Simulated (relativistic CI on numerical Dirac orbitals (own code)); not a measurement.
**Sc³⁺ in a cubic cluster: 3p photoemission with charge transfer**

Computed with a charge-transfer multiplet model of a cubic metal-ligand cluster with up to 2 ligand holes, Slater and spin-orbit integrals from Dirac-Coulomb-Breit ions, Slater integrals scaled by 0.8. The parameters are those of a tetrahedral site (10Dq negative, t2 hopping the larger). The ground state mixes d0 with configurations of k ligand holes L, whose averages lie at kΔ + k(k − 1)U_dd/2; a core hole lowers each added d electron by U_cd. 300 K, Lorentzian 0.9 eV and Gaussian 0.8 eV FWHM.

Atomic integrals in eV (Slater integrals scaled, ζ unscaled), ground: F2dd 4.710, F4dd 2.885, zeta_d 0.005; with the core hole: F2dd 4.710, F4dd 2.885, zeta_d 0.012, zeta_core 0.361, F2cd 7.734, G1cd 9.660, G3cd 5.869. Where a configuration has fewer than two d electrons, the dd integrals are those of d2.

Cluster parameters (eV): U_dd = 5.2, U_cd = 5.9, 10Dq = -0.45, 10Dq(ligand) = 0, V(eg) = 1.48, V(t2g) = -2.51, final-state hopping factor = 1.

| Case | n_d | d0 | d1L | d2L2 | S |
| --- | --- | --- | --- | --- | --- |
| Δ = 5 eV | 0.57 | 0.51 | 0.42 | 0.07 | 0.00 |
| Δ = 6 eV | 0.50 | 0.56 | 0.38 | 0.06 | 0.00 |
| Δ = 8 eV | 0.39 | 0.64 | 0.32 | 0.04 | 0.00 |

Weights, n_d and S are thermal averages at 300 K. Binding energies count from the first peak over 30 % of the highest in each spectrum, which can be another peak from case to case. The parameters are a model scan and need not match a compound or its usual spin state. Peaks in eV (height, largest 100):
- Δ = 5 eV: 0.0 (100), 6.1 (6), 12.0 (15)
- Δ = 6 eV: 0.0 (100), 6.4 (5), 11.8 (14)
- Δ = 8 eV: 0.0 (100), 11.4 (12)

A d0 ion has no d-d gap: its lowest excitations are ligand-to-metal charge transfer. With the core hole the configuration with one ligand hole lies at Δ − U_cd = -0.9, 0.1, 2.1 eV from the one without, in the order of the table; where this is negative the screened configuration lies lower, though the effective hopping of about 6.6 eV (from the holes of the mixed ground state) mixes the two strongly wherever it is as large as the gap.
